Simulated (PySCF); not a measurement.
## Computed properties of C4H4BN, SMILES B(N)(C#C)C#C

C₄H₄BN, SMILES C#CB(C#C)N. Geometry: r2SCAN-D4/def2-SVP. This is a generated structure with no PubChem entry under its InChIKey; it may be hypothetical. Other conformers were not sampled. All values are computed for the isolated molecule unless a solvent is named; none is compared with measurement here.

**Structure.** The optimised structure has C2v symmetry. All 24 harmonic modes at r2SCAN-D4/def2-SVP (PySCF) are real, so it is a minimum. With heavy atoms numbered as in [CH:1]#[C:2][B:3]([NH2:4])[C:5]#[CH:6], the shortest bond between them is C1–C2 at 1.221 Å and the longest B3–C5 at 1.538 Å.

**Vibrations.** The strongest infrared lines (harmonic, unscaled, degenerate partners summed) lie at 1191 cm⁻¹ (255 km/mol, B 68 %, H 16 %, C 11 %), 1588 cm⁻¹ (159 km/mol, H 71 %, N 21 %), 531 cm⁻¹ (132 km/mol, H 78 %, N 16 %). The softest mode is at 111 cm⁻¹ and the zero-point energy is 43.7 kcal/mol.

**Electronic structure.** ωB97X/def2-TZVP (PySCF) places the frontier levels at -10.24 and 0.79 eV, a gap of 11.03 eV, and gives a dipole moment of 1.43 D and a mean polarisability of 63.8 bohr³. PBE/def2-TZVP (PySCF) at the same geometry gives -6.59 and -2.20 eV, so its gap is 6.64 eV narrower. An orbital gap is neither the optical nor the fundamental gap.

**Excitations.** TDA-PBE0/def2-SVPD (PySCF) has S1 at 4.84 eV (256 nm, f = 0.000, dark); the most intense of the 10 singlets computed lies at 7.35 eV (f = 0.21). T1 (TDA) is at 4.20 eV, 0.64 eV under S1. TDA-PBE/def2-SVPD (PySCF) puts S1 at 4.43 eV. No vertical singlet excitation falls in the visible range (under 3.1 eV).

**NMR.** GIAO shifts at PBE0/pcSseg-1 (PySCF) (non-relativistic, atoms alike by connectivity averaged): ¹³C from 94.0 to 103.2 ppm against TMS; ¹H from 3.0 to 4.5 ppm against TMS; ¹¹B at 7.8 ppm against BF3.
